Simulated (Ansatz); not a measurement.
CH$_{8}$O$_{4}$Si$_{2}$, SMILES `CO[SiH](O)[SiH](O)O`. The species carries charge 0 and has multiplicity 1. The geometry is a stationary point of PBE0-D4/def2-TZVP. It is one conformer, not always the lowest.

```xyz
15

C    -1.964   -0.483   -1.395
O    -1.090    0.614   -1.242
Si   -0.339    0.967    0.178
O     0.296    2.477    0.064
Si    1.491   -0.442    0.586
O     2.109   -0.291    2.110
O     0.858   -1.954    0.433
H    -1.428   -1.434   -1.319
H    -2.423   -0.416   -2.383
H    -2.759   -0.470   -0.640
H    -1.373    0.891    1.258
H    -0.308    3.203   -0.106
H     2.618   -0.228   -0.375
H     2.882    0.265    2.212
H     1.432   -2.699    0.620
```

(1) What is the dipole moment at ωB97M-V/def2-TZVPP? (Best estimate.)

(2) And with PBE, r2SCAN, B3LYP? (An estimate is asked.)

(3) Give the Mulliken charges with ωB97M-V, B3LYP, r2SCAN in def2-TZVPP. (Best estimate.)

## Answers

(1) Computed: 0.42 D, with components (0.37, -0.19, 0.02) D in this frame, pointing from negative to positive charge.

(2) The calculation gave: PBE 0.42 D, r2SCAN 0.42 D, B3LYP 0.41 D.

(3) Computed: 
| atom | ωB97M-V | B3LYP | r2SCAN |
| --- | --- | --- | --- |
| C1 | -0.17 | -0.12 | 0.01 |
| O2 | -0.36 | -0.37 | -0.38 |
| Si3 | 0.47 | 0.54 | 0.54 |
| O4 | -0.38 | -0.40 | -0.42 |
| Si5 | 0.49 | 0.55 | 0.57 |
| O6 | -0.37 | -0.39 | -0.41 |
| O7 | -0.38 | -0.39 | -0.42 |
| H8 | 0.12 | 0.10 | 0.06 |
| H9 | 0.12 | 0.11 | 0.06 |
| H10 | 0.11 | 0.09 | 0.05 |
| H11 | -0.08 | -0.13 | -0.13 |
| H12 | 0.17 | 0.18 | 0.20 |
| H13 | -0.08 | -0.13 | -0.13 |
| H14 | 0.18 | 0.19 | 0.20 |
| H15 | 0.17 | 0.18 | 0.20 |

B3LYP here is the variant with VWN-RPA as its local correlation; programs differ in this.
